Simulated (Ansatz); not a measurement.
Cost and result for the atomization energy of H₄NOPSi (`N1[SiH2]OP1`) (8 atoms, 8 bonds).

The species carries charge 0 and has multiplicity 1. All single points use the PBE0-D4/def2-TZVP geometry. Program: Ansatz. All runs use 2 threads of an Arm Neoverse V1 on a shared host. Times are those of one run each, without the atoms' runs, and a repeat can differ threefold. Electronic energies, without spin–orbit coupling; frozen cores. CCSD(T)/CBS adds CCSD(T) − MP2 in def2-TZVPP to the MP2 limit, and its time is that of the two runs behind it. T1 = 0.013. B3LYP takes the VWN-RPA correlation (the form of Gaussian; ORCA's B3LYP/G).

CCSD(T)/CBS is a level of theory with its own doubt, some kJ/mol a heavy atom from the limit and from the frozen cores, so smaller differences don't rank the functionals.

| level | functions | wall time | atomization (kJ/mol) | difference from CCSD(T)/CBS | per bond |
| --- | --- | --- | --- | --- | --- |
| LDA (SPW92)/def2-TZVPP | 202 | 1.5 s | 3148.8 | 425.8 | 53.2 |
| CCSD(T)/def2-SVP | 84 | 2.6 s | 2401.7 | -321.3 | -40.2 |
| PBE-D4/def2-TZVPP (with forces) | 202 | 3 s | 2756.5 | 33.5 | 4.2 |
| PBE0-D4/def2-TZVPP | 202 | 3.4 s | 2691.7 | -31.3 | -3.9 |
| BHLYP-D4/def2-TZVPP | 202 | 3.4 s | 2627.2 | -95.8 | -12.0 |
| B3LYP-D4/def2-TZVPP (with forces) | 202 | 5.5 s | 2721.8 | -1.2 | -0.1 |
| B2PLYP/def2-TZVPP | 202 | 6.5 s | 2682.3 | -40.7 | -5.1 |
| PBE-QIDH/def2-TZVPP | 202 | 7 s | 2668.2 | -54.8 | -6.8 |
| B97M-V/def2-TZVPP | 202 | 12 s | 2732.3 | 9.3 | 1.2 |
| ωB97M-V/def2-TZVPP (with forces) | 202 | 14 s | 2750.4 | 27.4 | 3.4 |
| MP2/def2-QZVPP | 374 | 21 s | 2727.3 | 4.3 | 0.5 |
| CCSD(T)/def2-TZVPP | 202 | 71 s | 2612.4 | -110.6 | -13.8 |
| CCSD(T)/CBS(def2) | – | 92 s | 2723.0 | 0.0 | 0.0 |

In def2-TZVPP, CCSD(T) changes the Hartree–Fock value by +814.2 kJ/mol (the triples alone add +49.5 kJ/mol) and MP2 by +861.9 kJ/mol; breaking electron pairs costs correlation energy, which Hartree–Fock lacks. The D4 term adds +31.4 kJ/mol with B3LYP and +15.9 kJ/mol with PBE0; it sums over pairs of atoms, weighted by their polarisabilities, and B3LYP, whose exchange is more repulsive, gets the larger term. At CCSD(T), def2-SVP lies −321.3 kJ/mol from the extrapolated value and def2-TZVPP −110.7 kJ/mol: correlation converges slowly with the basis, and small sets miss more of it in the bonded molecule than in its fragments.
